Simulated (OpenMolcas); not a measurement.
Pt2+: ligand-field states by method

Pt2+ with its 6 nearest fluoride ions at 2.067 Å, on the Mg site of KMgF3 (a = 3.973 Å, distance in the model lattice 1.986 Å). The rest of the host is ab initio model potentials to 7.6 Å, with orthogonalisation functions on the cations behind the ligands, and point charges beyond; the distance is set by hand and nothing relaxes. Ligand basis ANO-RCC-VDZP.

```json
{
 "Program": "OpenMolcas 26.06",
 "Basis": "ANO-RCC-VDZP [7s6p4d2f]",
 "Scalar Hamiltonian": "DKH2, point nucleus",
 "Active space": "8 electrons in 5 orbitals (5d)",
 "State averaging": "2S+1 = 3 even, 10 roots; 2S+1 = 1 even, 15 roots",
 "Spin-orbit coupling": "RASSI with atomic mean-field integrals over the reference wave functions"
}
```

I. CASSCF
II. SS-CASPT2, IPEA 0.25 Eh, imaginary shift 0.1 Eh (closed shells correlated: 5s 5p and the ligand valence shells)

Spin-free states (labels of O, the rotations of Oh) in cm-1, each column counted from its own energy of the first state listed:

```json
{"State": "3A2", "Degeneracy": "1", "I": "0", "II": "0"}
{"State": "1E", "Degeneracy": "2", "I": "12480", "II": "9050"}
{"State": "3T2", "Degeneracy": "3", "I": "20898", "II": "22910"}
{"State": "1A1", "Degeneracy": "1", "I": "22577", "II": "18310"}
{"State": "3T1", "Degeneracy": "3", "I": "28877", "II": "29630"}
{"State": "1T2", "Degeneracy": "3", "I": "32935", "II": "32270"}
{"State": "1T1", "Degeneracy": "3", "I": "36399", "II": "35620"}
{"State": "3T1", "Degeneracy": "3", "I": "45529", "II": "48430"}
{"State": "1E", "Degeneracy": "2", "I": "55375", "II": "57130"}
{"State": "1T2", "Degeneracy": "3", "I": "55558", "II": "57290"}
{"State": "1A1", "Degeneracy": "1", "I": "74326", "II": "71960"}
```

From I to II, I's first state of the same spin (3T2) moves from 20898 to 22910 cm-1, by about +2000 cm-1.

From I to II, I's first state of another spin (1E) moves from 12480 to 9050 cm-1, by about -3400 cm-1.

I: A least-squares ligand-field fit to the states below 45000 cm-1, each weighted by its degeneracy and with a free common offset, gives 10Dq = 20665 cm-1, B = 793 cm-1 and C = 3055 cm-1 (C/B = 3.85), with an rms deviation of 71 cm-1. The same method and metal basis give the free ion B = 847 cm-1 (fit to its terms below 60000 cm-1, rms deviation 6 cm-1), so the nephelauxetic ratio is β = 793 / 847 = 0.94; it hangs on how both fits weigh the states, and computed free-ion B values tend to be too large, so β mixes covalency with correlation.

II: A least-squares ligand-field fit to the states below 45000 cm-1, each weighted by its degeneracy and with a free common offset, gives 10Dq = 23168 cm-1, B = 656 cm-1 and C = 2341 cm-1 (C/B = 3.57), with an rms deviation of 268 cm-1. The same method and metal basis give the free ion B = 789 cm-1 (fit to its terms below 60000 cm-1, rms deviation 485 cm-1), so the nephelauxetic ratio is β = 656 / 789 = 0.83; it hangs on how both fits weigh the states, and computed free-ion B values tend to be too large, so β mixes covalency with correlation.

From I to II, 10Dq changes by +12 %, B by -17 % and C by -23 %.

χT at 300 K: I 1.61, II 1.56 cm3 K/mol.

The states above are spin-free; spin-orbit coupling is strong here and shifts and splits them by thousands of cm-1.

Roots that are degenerate in the reference are averaged as groups; the widest CASPT2 spread within a group is 120 cm-1 (the 3-fold group of multiplicity 3 near 29600 cm-1 above the lowest state of its run, II). Shifts and gaps below about the spread of the groups concerned are not significant. Over all roots computed the reference weight is 0.73 to 0.74 in II; a low but even weight reflects the number of correlated electrons. Real 4d8 and 5d8 ions are as a rule square planar and diamagnetic. The least metal-like active orbital is 85 % on the metal (Löwdin) and no ligand orbital is active, so the numbers are rough. Ligand-to-metal charge-transfer states are missing. With no ligand orbital active B as a rule stays too high, so bands that hang on it stand too high and its fall with covalency is understated. Without dynamic correlation the repulsion within the d shell is too large (B by tens of per cent), so at a given field states of lower spin stand too high (holds for I). With metal d orbitals alone the field can be off either way by tens of per cent (holds for I). With one d shell and no ligand orbital active, 10Dq can be off by a tenth or more (holds for II). No measured value stands beside these numbers; the geometry was set by hand and not optimised.
